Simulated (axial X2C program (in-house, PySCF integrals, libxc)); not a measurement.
**Bond lengths and stretching modes, held linear, of HGeH⁻**

Computed with an in-house all-electron X2C program for linear molecules (integrals from PySCF): two-component X2C with atomic mean-field Coulomb and Gaunt terms, Gaussian nuclei, basis H dyall-v3z, Ge dyall-v3z with contracted cores. Spin-free rows use the one-electron spin-free X2C Hamiltonian.

Masses H 1.008, Ge 73.921, H 1.008 u. States: 2c Ω = 3/2 (beyond evenly filled blocks: ω = 3/2); spin-free M_S = 3/2, Λ = 0 (beyond evenly filled blocks: σα, π+α, π-α).

BHandHLYP, 2c: energies above the lowest point

| r(H–Ge) (Å) | r(Ge–H) (Å) | E (meV) |
| --- | --- | --- |
| 1.7043 | 1.7043 | 14.27 |
| 1.7043 | 1.7480 | 5.01 |
| 1.7043 | 1.7917 | 5.01 |
| 1.7480 | 1.7043 | 5.01 |
| 1.7480 | 1.7480 | 0.00 |
| 1.7480 | 1.7917 | 4.19 |
| 1.7480 | 1.8354 | 15.42 |
| 1.7917 | 1.7043 | 5.01 |
| 1.7917 | 1.7480 | 4.19 |
| 1.7917 | 1.7917 | 12.51 |
| 1.8354 | 1.7480 | 15.42 |
| 1.8354 | 1.8354 | 47.02 |

Task: Fit a quadratic surface with cubic terms in each bond: where is the minimum, and what are the two stretching wavenumbers?

Result: At BHandHLYP, 2c: bonds 1.748 and 1.748 Å; harmonic stretches 854.1 and 1368.4 cm⁻¹; force constants 0.767, 0.767 and coupling 0.35 mdyn/Å.

The other levels and Hamiltonians give:

```
Hamiltonian      level  r(H–Ge) (Å)  r(Ge–H) (Å)  lower stretch (cm⁻¹)  upper stretch (cm⁻¹)
         2c       PBE0        1.746        1.746                 943.0                1378.3
         2c         HF        1.748        1.748                 788.4                1387.0
         2c        MP2        1.725        1.725                 905.9                1465.2
  spin-free       PBE0        1.746        1.746                 944.5                1378.7
  spin-free         HF        1.748        1.748                 789.5                1387.4
  spin-free  BHandHLYP        1.748        1.748                 855.6                1368.8
  spin-free        MP2        1.724        1.724                 907.0                1465.6
```

Each state is one determinant, the lowest of a limited PBE0 search; the stretches come from a fit to these few points and carry an uncertainty of a few per cent. Other orders of the atoms were not compared. MP2 freezes inner shells (threshold -2 hartree). For an anion the highest level of a functional can be positive, and the basis then holds the extra electron. The molecule was held linear; bending was not examined, so a bent shape may lie lower. Note: several unpaired electrons, one determinant need not be a pure state.
